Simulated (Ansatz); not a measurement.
Geometry optimisation, Ansatz, DFT PBE, scalar-relativistic, plane waves, PAW.

Input file:

```yaml
accuracy: low
crystal:
  lattice:
    - [12.15, 0.0, 0.0]
    - [0.0, 5.727565, 0.0]
    - [0.0, 0.0, 15.863782]
  atoms:
    - { symbol: Al, position: [0.0, 0.0, 0.0630367] }
    - { symbol: Al, position: [0.3333333, 0.0, 0.0630367] }
    - { symbol: Al, position: [0.6666667, 0.0, 0.0630367] }
    - { symbol: Al, position: [0.0, 0.5, 0.0630367] }
    - { symbol: Al, position: [0.3333333, 0.5, 0.0630367] }
    - { symbol: Al, position: [0.6666667, 0.5, 0.0630367] }
    - { symbol: Al, position: [0.1666667, 0.25, 0.1532983] }
    - { symbol: Al, position: [0.5, 0.25, 0.1532983] }
    - { symbol: Al, position: [0.8333333, 0.25, 0.1532983] }
    - { symbol: Al, position: [0.1666667, 0.75, 0.1532983] }
    - { symbol: Al, position: [0.5, 0.75, 0.1532983] }
    - { symbol: Al, position: [0.8333333, 0.75, 0.1532983] }
    - { symbol: Al, position: [0.0, 0.0, 0.24356] }
    - { symbol: Al, position: [0.3333333, 0.0, 0.24356] }
    - { symbol: Al, position: [0.6666667, 0.0, 0.24356] }
    - { symbol: Al, position: [0.0, 0.5, 0.24356] }
    - { symbol: Al, position: [0.3333333, 0.5, 0.24356] }
    - { symbol: Al, position: [0.6666667, 0.5, 0.24356] }
    - { symbol: Cu, position: [0.8354511, 0.0037246, 0.3488312] }
basis:
  ecutwfc: 420.0
kpoints:
  mp_grid: { grid: [2, 3, 1] }
hamiltonian:
  xc: pbe
  pseudopotentials: { kind: paw, azcp: { folder: soft_1 } }
scf:
  occupations: { method: fermi_dirac, width: 0.1 }
  lower_state_search: "off"
relax:
  f_tol: 0.08
  max_steps: 25
  adjacent_minimum: "off"
  constraints: [{ sites: [0, 1, 2, 3, 4, 5] }]
output:
  write_density: true
  write_potential: true
  elf: true
  volumetric_format: npy
```

Launched with:

```bash
$ ansatz run input.yaml --threads 2 --pin off --max-ram 5120MiB --backend cpu --events-out ev --progress --plain --runs-dir out
```

Q: Where does it end, and by what steps?

A: It converged. Limits of this set-up: coarse k mesh, thin slab, slab without dipole correction, low accuracy level. After 12 steps the energy has fallen by 1.337 eV; Cu19 moved furthest, 1.72 Å. Joined: Al9–Cu19 (3.41 → 2.47 Å), Al16–Cu19 (3.86 → 2.51 Å), Al18–Cu19 (3.88 → 2.51 Å).

```csv
step,energy less start (eV),largest force component (eV/Å),accepted
0,0.0000,1.292,yes
1,-0.2383,1.016,yes
2,-0.4021,0.958,yes
3,-0.5645,0.623,yes
4,-0.6876,0.383,yes
5,-0.7817,0.270,yes
6,-0.9017,0.388,yes
7,-1.0448,0.427,yes
8,-1.1810,0.304,yes
9,-1.2598,0.117,yes
10,-1.3079,0.110,yes
11,-1.3290,0.087,yes
12,-1.3367,0.019,yes
```

```xyz
19
Lattice="12.1500 0.0000 0.0000 0.0000 5.7276 0.0000 0.0000 0.0000 15.8638" Properties=species:S:1:pos:R:3
Al 0.000 0.000 1.000
Al 4.050 0.000 1.000
Al 8.100 0.000 1.000
Al 0.000 2.864 1.000
Al 4.050 2.864 1.000
Al 8.100 2.864 1.000
Al 1.963 1.433 2.476
Al 6.137 1.433 2.476
Al 10.125 1.436 2.089
Al 1.988 4.297 2.495
Al 6.112 4.297 2.495
Al 10.125 4.300 2.262
Al -0.117 -0.034 3.849
Al 4.050 0.007 3.804
Al 8.217 -0.034 3.849
Al -0.116 2.898 3.846
Al 4.050 2.851 3.805
Al 8.216 2.898 3.846
Cu 10.125 1.433 4.556
```

Whether the end is a true minimum wasn't checked by a vibrational analysis.

Run time: 3.1 min on 2 threads of Arm Neoverse V1, with other jobs on the host, peak memory 1.2 GiB.
